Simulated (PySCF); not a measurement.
Constitutional and geometric isomers with formula H6Si4. Isolated molecules, 0 K electronic values unless said otherwise. One relaxed conformer stands for each flexible species; it need not be the lowest. Strings in code marks are SMILES.

The LUMO from two functionals at the same geometries (PBE0-D3(BJ)/def2-TZVP), both in PySCF: PBE-D3(BJ)/def2-TZVP and PBE0-D3(BJ)/def2-TZVP. 

```json
[
 {"species": "`[SiH3][SiH]1[SiH]=[SiH]1`", "PBE-D3(BJ)/def2-TZVP (eV)": "-2.61"},
 {"species": "`[SiH]1=[SiH][SiH2][SiH2]1`", "PBE-D3(BJ)/def2-TZVP (eV)": "-2.70"},
 {"species": "`[Si]1([SiH3])[SiH2][SiH]=1`", "PBE-D3(BJ)/def2-TZVP (eV)": "-2.70"},
 {"species": "`[SiH2]=[SiH][SiH]=[SiH2]` (Si–Si–Si–Si torsion 64°)", "PBE-D3(BJ)/def2-TZVP (eV)": "-3.20"}
]
```

Problem. What does PBE0-D3(BJ)/def2-TZVP give for each?

Solution. 
- `[SiH3][SiH]1[SiH]=[SiH]1`: -1.87
- `[SiH]1=[SiH][SiH2][SiH2]1`: -1.99
- `[Si]1([SiH3])[SiH2][SiH]=1`: -1.99
- `[SiH2]=[SiH][SiH]=[SiH2]` (Si–Si–Si–Si torsion 64°): -2.58
Over these rows, drawn at random from the members with no instability flagged (it was tested for open shells, ions and some series alone), PBE minus PBE0-D3(BJ): mean -0.70 eV, from -0.73 eV to -0.63 eV.
